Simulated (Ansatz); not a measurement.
AlSn28H36, a doped nanocrystal cut from the lattice of tin (Al on a surface site), relaxed as a doublet with UKS PBE-D4/def2-SVP in Ansatz, starting from a model built from a lattice or polyhedron. Force threshold 0.03 eV/Å.

In the def2 sets Sn takes a core potential; there is no spin–orbit coupling. Single mean-field runs in def2-SVP are fitted with def2-universal-jkfit. The relaxation made no stability test and no search for a lower SCF solution.

Start:

```xyz
65

Sn   -4.497   -1.309    2.637
Sn   -2.691   -4.654    0.098
Sn   -2.447   -0.303   -1.332
Sn   -4.265    3.036    1.212
Sn   -0.491    0.886    2.626
Sn   -0.235    5.240    1.199
Sn   -0.628   -3.660   -3.890
Sn    1.356   -2.457    0.100
Sn    3.365   -1.476   -3.892
Sn    1.581    1.892   -1.338
Sn    3.571    3.063    2.604
Al    5.410   -0.271    0.077
Sn   -5.867    1.129    2.552
Sn   -2.206   -5.560   -2.560
Sn   -3.796    2.145   -1.424
Sn   -1.963   -1.189   -3.974
Sn   -4.012   -2.192    0.012
Sn   -2.070   -0.993    3.981
Sn   -0.223   -4.380    1.428
Sn   -0.005   -0.015   -0.006
Sn    0.237    4.366   -1.429
Sn   -1.840    3.357    2.557
Sn    1.968    1.211    3.960
Sn    2.212    5.564    2.556
Sn    2.060    1.016   -3.956
Sn    1.834   -3.347   -2.571
Sn    3.794   -2.170    1.435
Sn    5.848   -1.165   -2.572
Sn    4.044    2.208   -0.005
H    -5.471   -2.471    3.465
H    -3.635   -5.821    0.901
H    -5.102    4.580    1.141
H    -1.074    6.759    1.144
H    -0.317   -4.215   -5.495
H     3.713   -2.001   -5.481
H     5.042    3.268    3.427
H     6.738   -0.101    0.797
H    -7.346    0.952    1.740
H    -6.150    1.695    4.153
H    -3.692   -5.757   -3.370
H    -1.372   -7.064   -2.548
H    -5.269    2.007   -2.244
H    -2.839    3.331   -2.243
H    -3.466   -1.388   -4.785
H    -0.999   -0.030   -4.792
H    -5.540   -2.383   -0.828
H    -1.247   -2.524    4.003
H    -2.336   -0.472    5.575
H    -0.524   -3.822    3.026
H     0.593   -5.856    1.458
H    -1.254    4.165   -2.265
H     1.199    5.498   -2.221
H    -2.143    3.909    4.142
H     1.677    1.744    5.586
H     2.787   -0.320    4.036
H     1.929    6.109    4.170
H     3.163    6.704    1.730
H     0.571    0.815   -4.792
H     3.013    2.182   -4.787
H     2.646   -4.858   -2.473
H     4.622   -3.661    1.459
H     3.539   -1.607    3.007
H     6.666   -2.647   -2.516
H     6.831   -0.010   -3.361
H     4.999    3.317   -0.843
```

```json
{"step": "1", "energy (eV)": "-170474.8258", "largest force component (eV/Å)": "1.209", "SCF passes": "58"}
{"step": "2", "energy (eV)": "-170475.2236", "largest force component (eV/Å)": "0.692", "SCF passes": "48"}
{"step": "3", "energy (eV)": "-170475.5402", "largest force component (eV/Å)": "0.212", "SCF passes": "36"}
{"step": "4", "energy (eV)": "-170475.6297", "largest force component (eV/Å)": "0.178", "SCF passes": "31"}
{"step": "5", "energy (eV)": "-170475.6864", "largest force component (eV/Å)": "0.161", "SCF passes": "27"}
{"step": "6", "energy (eV)": "-170475.7182", "largest force component (eV/Å)": "0.153", "SCF passes": "22"}
{"step": "7", "energy (eV)": "-170475.7361", "largest force component (eV/Å)": "0.126", "SCF passes": "22"}
{"step": "8", "energy (eV)": "-170475.7450", "largest force component (eV/Å)": "0.116", "SCF passes": "22"}
{"step": "9", "energy (eV)": "-170475.7506", "largest force component (eV/Å)": "0.036", "SCF passes": "21"}
{"step": "10", "energy (eV)": "-170475.7543", "largest force component (eV/Å)": "0.048", "SCF passes": "22"}
{"step": "11", "energy (eV)": "-170475.7570", "largest force component (eV/Å)": "0.040", "SCF passes": "22"}
{"step": "12", "energy (eV)": "-170475.7586", "largest force component (eV/Å)": "0.027", "SCF passes": "22"}
```

Force components are those of the run's own axes.

End:

```xyz
65

Sn   -4.569   -1.297    2.673
Sn   -2.722   -4.744    0.043
Sn   -2.567   -0.370   -1.367
Sn   -4.263    3.085    1.210
Sn   -0.479    0.852    2.591
Sn   -0.102    5.247    1.207
Sn   -0.596   -3.678   -3.935
Sn    1.371   -2.508    0.110
Sn    3.525   -1.390   -3.766
Sn    1.420    1.824   -1.507
Sn    3.673    2.875    2.481
Al    5.359   -0.221    0.518
Sn   -5.866    1.210    2.586
Sn   -2.193   -5.589   -2.600
Sn   -3.939    2.101   -1.412
Sn   -2.179   -1.345   -3.992
Sn   -4.088   -2.271    0.066
Sn   -2.144   -0.903    4.054
Sn   -0.228   -4.492    1.331
Sn   -0.079   -0.084   -0.048
Sn    0.367    4.452   -1.455
Sn   -1.766    3.366    2.501
Sn    1.969    1.186    3.962
Sn    2.441    5.436    2.420
Sn    2.058    0.984   -4.129
Sn    1.844   -3.310   -2.555
Sn    3.876   -2.252    1.407
Sn    5.748   -0.612   -2.190
Sn    3.938    2.015   -0.237
H    -5.565   -2.429    3.552
H    -3.703   -5.940    0.851
H    -5.072    4.632    1.171
H    -0.836    6.830    1.230
H    -0.298   -4.215   -5.569
H     4.136   -1.955   -5.301
H     5.250    2.985    3.216
H     6.652    0.257    1.349
H    -7.399    1.072    1.778
H    -6.185    1.760    4.204
H    -3.679   -5.812   -3.475
H    -1.395   -7.133   -2.548
H    -5.510    1.848   -2.115
H    -3.103    3.240   -2.423
H    -3.741   -1.746   -4.646
H    -1.505   -0.107   -5.006
H    -5.629   -2.464   -0.733
H    -1.322   -2.402    4.357
H    -2.469   -0.166    5.597
H    -0.428   -4.157    3.024
H     0.616   -6.009    1.206
H    -1.082    4.523   -2.410
H     1.534    5.509   -2.195
H    -2.042    3.926    4.132
H     1.642    1.982    5.475
H     2.719   -0.334    4.327
H     2.332    6.011    4.060
H     3.445    6.554    1.545
H     0.627    0.801   -5.096
H     3.033    2.226   -4.858
H     2.685   -4.841   -2.561
H     4.602   -3.790    1.032
H     3.539   -2.319    3.111
H     6.953   -1.885   -2.223
H     6.476    0.746   -3.005
H     4.916    3.233   -1.019
```

By distances, no bond broke or formed. The bond that changes most is Al12–Sn27, from 2.84 to 2.67 Å (atoms count from 1).

No frequencies were taken in this run, so the end may be a saddle point.

Hardware: 11 threads of AMD EPYC 7R13 on a shared host and a whole NVIDIA H100 80GB HBM3. Wall time 1.7 min, peak host memory 1.9 GiB.
